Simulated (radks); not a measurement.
Q: Hg72+, configuration [He] 2s2 2p4. Calculated with a radial shooting solver on a logarithmic mesh with Libxc functionals: scalar-relativistic Kohn-Sham, PBE, spin-unpolarised, spherical densities, point nucleus. Some entries of the table are withheld. Estimate them.

orbital  occ.  eigenvalue (eV)  r(max) (bohr)  <r^2> (bohr^2)
1s          2              (1)        0.01021             (2)
2s          2        -21659.18        0.05831             (3)
2p          4              (4)            (5)             (6)

A: 
(1) 1s eigenvalue (eV): -90813.36
(2) 1s <r^2> (bohr^2): 0.0003790
(3) 2s <r^2> (bohr^2): 0.005513
(4) 2p eigenvalue (eV): -19719.37
(5) 2p r(max) (bohr): 0.04810
(6) 2p <r^2> (bohr^2): 0.004583
